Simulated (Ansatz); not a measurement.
Program: Ansatz. Geometries: PBE0-D4/def2-TZVP. ΔE: electronic, gas phase. CCSD(T)/CBS adds triple-zeta CCSD(T) − MP2 to the extrapolated MP2 energy (def2 sets, frozen cores). Functionals use def2-TZVPP. HSE06 is defined as in plane-wave codes. For Ga outer-core shells are correlated without core-valence functions, which leaves a few kJ/mol of doubt a bond. Scalar relativity is left out up to krypton. One conformer a species, not always the lowest.

`C=[CH][Ga]([CH3])[Cl]` + `[SiH3]S` → `C=CS[SiH3]` + `[CH3][GaH][Cl]`  (substitution at a C–Ga bond)

`C=[CH][Ga]([CH3])[Cl]`:

Cartesian coordinates in Å:
```
C -2.272 -0.472 0.714
C -1.200 0.315 0.649
Ga 0.409 -0.244 -0.286
C 2.131 0.625 -0.582
Cl 0.222 -2.223 -1.159
H -2.288 -1.454 0.248
H -3.180 -0.172 1.233
H -1.242 1.288 1.134
H 2.309 0.725 -1.655
H 2.180 1.611 -0.120
H 2.930 0.001 -0.175
```

`[SiH3]S`:

Cartesian coordinates in Å:
```
Si 0.191 -0.459 0.177
S -0.050 1.178 -1.175
H 0.718 -0.011 1.491
H 1.171 -1.355 -0.482
H -1.088 -1.181 0.395
H -0.941 1.827 -0.406
```

`C=CS[SiH3]`:

Z-matrix (Å, degrees):
```
Si
S 1 2.134
H 1 1.485 2 112.1
H 1 1.483 2 105.8 3 -120.0
H 1 1.487 2 109.5 3 120.7
C 2 1.761 1 99.3 3 -69.5
C 6 1.326 2 123.0 1 147.4
H 6 1.086 2 116.0 1 -36.3
H 7 1.084 6 122.0 2 -3.8
H 7 1.084 6 120.3 2 175.5
```

`[CH3][GaH][Cl]`:

```xyz
7

C     0.344    0.776    0.446
Ga   -0.229   -0.757   -0.618
Cl   -1.719   -2.037    0.281
H     1.428    0.754    0.587
H    -0.144    0.777    1.420
H     0.101    1.705   -0.076
H     0.218   -1.217   -2.040
```

(1) Is it downhill or uphill in electronic energy at CCSD(T)/CBS, and by how much? (Estimate.)

(2) What do these levels give: r2SCAN0-D4, CAM-B3LYP-D4, r2SCAN, HSE06, MP2/def2-QZVPP, MP2/CBS(def2)? (Estimate.)

Largest T1 diagnostic among the species: 0.012.

Answers

(1) Ansatz gave: Uphill: ΔE = +48.4 kJ/mol.

(2) Ansatz gave: r2SCAN0-D4 40.0, CAM-B3LYP-D4 41.3, r2SCAN 37.1, HSE06 37.0, MP2/def2-QZVPP 47.2, MP2/CBS(def2) 47.2 kJ/mol.

From PBE to PBE0 (25 % exact exchange), in def2-TZVPP and without D4, ΔE moves by +4.2 kJ/mol. Leaving LDA and LC-ωPBE aside and taking each functional with its dispersion term where it has one, the values, not all of them listed here, spread over 13.3 kJ/mol, from revPBE-D4 to BHLYP-D4. LDA lies −3.4 kJ/mol from PBE without D4.
